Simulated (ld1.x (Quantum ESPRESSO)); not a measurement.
# Configuration tests for rubidium (TM)

Rb, norm-conserving Troullier–Martins (Kleinman–Bylander form), made with ld1.x (Quantum ESPRESSO) 7.5 (LDA (PZ), scalar-relativistic). Core [Kr], reference 5s1 5p0. Waves: 5p (bound, empty): rc 4.20 bohr; 4d channel at 0.3 Ry: rc 3.50 bohr; 5s (bound): rc 3.15 bohr. Local part: the s channel. Core correction: a·sin(br)/r model core inside 2.00 bohr.

Energies are relative to the spin-unpolarised reference configuration 5s1 5p0; without spin polarisation the order of configurations can differ from experiment. Spin-polarised rows fill each open shell by Hund’s rule, majority spin first. The frozen-core shift is the all-electron ΔE with the core orbitals held at their reference shape minus the fully relaxed ΔE.

```json
{"valence configuration": "5s0.5 5p0", "charge": "+0.5", "ΔE all-electron (eV)": "1.659", "error AE − PS (meV)": "-2.7", "frozen-core shift (meV)": "+4.0"}
{"valence configuration": "5s0 5p1", "charge": "0", "ΔE all-electron (eV)": "1.620", "error AE − PS (meV)": "-11", "frozen-core shift (meV)": "+9.2"}
{"valence configuration": "5s0.5 5p0 (spin-polarised)", "charge": "+0.5", "ΔE all-electron (eV)": "1.616", "error AE − PS (meV)": "-3.7", "frozen-core shift (meV)": "+4.8"}
```

(1) What are ΔE and the potential's error for 5s1 5p0 (spin-polarised)?

Levels in the configuration 5s0 5p1:

```csv
level,all-electron (eV),pseudo (eV)
5p,-1.370,-1.372
```

Results:

(1) ΔE = -0.125 eV all-electron; the error (AE − PS) is -1.2 meV.
